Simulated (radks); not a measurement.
Task: Calculated with a radial shooting solver on a logarithmic mesh with Libxc functionals: non-relativistic Kohn-Sham, LB94 model potential, spin-polarised, spherical densities, point nucleus; open shells are filled with parallel spins first (spin-orbit coupling, left out, can overturn this in heavy ions). Response by self-consistent Sternheimer equations with the Hartree and adiabatic LDA kernel. For heavy and open-shell atoms this level of theory can miss by tens of per cent. Rank Zn2+, Ge+, Rh, Al+, Zr2+, Ar (NIST ground configurations) by static dipole polarisability, largest first.

Result: Rh 44.89, Al+ 21.67, Ge+ 16.66, Ar 11.44, Zr2+ 10.57, Zn2+ 2.484 bohr^3.
